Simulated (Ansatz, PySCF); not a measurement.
Pair of molecules: NH3 (SMILES N) (first 4 atoms) with HBr (SMILES Br); geometry from B3LYP-D3(BJ)/def2-TZVP.
(charge 0, multiplicity 1):
```xyz
6

N      0.26345    -0.02255     0.44610
H      1.19578     0.03114     0.05176
H     -0.17631    -0.87701     0.12344
H     -0.27658     0.76685     0.11020
Br     0.40584     0.01165     3.60684
H      0.33773    -0.00472     2.09488
```

Counterpoise-corrected where a basis set is named; no monomer relaxation. Rows marked so take none.

Frozen-core correlation. Filled d and f shells under p-block atoms count as core. Rows in 6-31G* carry no dispersion term and start afresh at each structure (6-31G* with six Cartesian d functions); the Pople sets are all-electron and without relativity. MP2/6-31G* freezes PySCF's default core, which leaves 3d correlated.

Run with Ansatz (Gaussian basis) for Hartree–Fock, density functionals and correlated methods; PySCF for 6-31G* rows, the dispersion terms. Each number belongs to the level named beside it.

```json
[
 {"level": "HF/6-31G* (no counterpoise)", "interaction energy (kJ/mol)": "-38.1"},
 {"level": "SVWN5/def2-TZVPPD", "interaction energy (kJ/mol)": "-73.8"},
 {"level": "PBE0-D4/def2-TZVPPD", "interaction energy (kJ/mol)": "-52.0"},
 {"level": "M06-2X/6-31G* (no counterpoise)", "interaction energy (kJ/mol)": "-66.1"},
 {"level": "wB97X-V/def2-TZVPPD", "interaction energy (kJ/mol)": "-42.5"},
 {"level": "B2PLYP-D3(BJ)/def2-TZVPPD", "interaction energy (kJ/mol)": "-43.1"},
 {"level": "MP2/6-31G* (no counterpoise)", "interaction energy (kJ/mol)": "-57.3"},
 {"level": "SCS-MP2/aug-cc-pVTZ", "interaction energy (kJ/mol)": "…"},
 {"level": "CCSD(T)/aug-cc-pVDZ", "interaction energy (kJ/mol)": "…"}
]
```

Q: What belongs in the gaps?

A: 
- SCS-MP2/aug-cc-pVTZ, interaction energy (kJ/mol): -34.5
- CCSD(T)/aug-cc-pVDZ, interaction energy (kJ/mol): -31.0

Ansatz is a first-principles code.
